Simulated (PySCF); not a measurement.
Se(Cl)2 cation (Cl₂Se), SMILES Cl[Se]Cl (connectivity only; charge and spin as stated), charge +1, multiplicity 2.

The structure is a stationary point at TPSSh-D3(BJ)/def2-TZVP. The spin state was assumed, not searched. The isomer is the one that the SMILES or the coordinates give; other isomers of the formula were not compared.

Calculation: TDA-LC-ωPBE/def2-SVPD run with PySCF.

Vertical excitations. Gas-phase values at a fixed geometry.

Problem. Estimate the UV-visible absorptions. (An estimate is asked for; the answer gives what the named calculation found.)

Solution. 
| state | energy (eV) | λ (nm) | f | main pairs |
|---|---|---|---|---|
| root 1 | 3.23 | 383 | 0.001 | β HOMO−2→LUMO 97 % |
| root 2 | 3.37 | 368 | 0.000 | β HOMO−1→LUMO 99 % |
| root 3 | 3.66 | 339 | 0.038 | β HOMO→LUMO 93 % |
| root 4 | 3.74 | 332 | 0.000 | α HOMO→LUMO 95 % |
| root 5 | 4.08 | 304 | 0.000 | α HOMO→LUMO+1 92 % |
| root 6 | 4.89 | 254 | 0.013 | β HOMO−3→LUMO 91 % |
| root 7 | 4.95 | 251 | 0.000 | α HOMO−1→LUMO 46 %, α HOMO−2→LUMO+1 13 %, β HOMO−1→LUMO+1 31 %, β HOMO−2→LUMO+2 8 % |
| root 8 | 5.11 | 243 | 0.000 | α HOMO−2→LUMO 44 %, α HOMO−1→LUMO+1 11 %, β HOMO−2→LUMO+1 34 %, β HOMO−1→LUMO+2 7 % |
| root 9 | 5.41 | 229 | 0.000 | α HOMO−3→LUMO 10 %, β HOMO→LUMO+1 75 % |
| root 10 | 5.51 | 225 | 0.002 | β HOMO−4→LUMO 96 % |
Unrestricted roots are not spin-pure.
